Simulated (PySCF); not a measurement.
**Ionisation energy along the 15-electron series**

Calculated with PySCF 2.14 and a two-component X2C-1e Hamiltonian (Gaussian nucleus, no Breit or QED terms), each ion in its own even-tempered basis scaled to its charge; GMP2 freezes 1s2 and drops the highest virtual spinors. Values in eV. NIST values: (m) measured, (s) semi-empirical, (t) theoretical.

```tsv
ion	configuration	GHF (spin-free)	GMP2 (spin-free)	GHF (screened spin-orbit)	GMP2 (screened spin-orbit)	NIST
W⁵⁹⁺	[Ne] 3s2 3p3	6228.5	6229.0	6105.6	6106.2	6093 ± 5 (s)
Os⁶¹⁺	[Ne] 3s2 3p3	6644.3	6644.8	6507.1	6507.7	6503 ± 12 (t)
```

Task: Fill in the row of Re⁶⁰⁺.

Result: configuration: [Ne] 3s2 3p3; GHF (spin-free): 6434.6; GMP2 (spin-free): 6435.1; GHF (screened spin-orbit): 6304.7; GMP2 (screened spin-orbit): 6305.3; NIST: 6300 ± 10 (t).
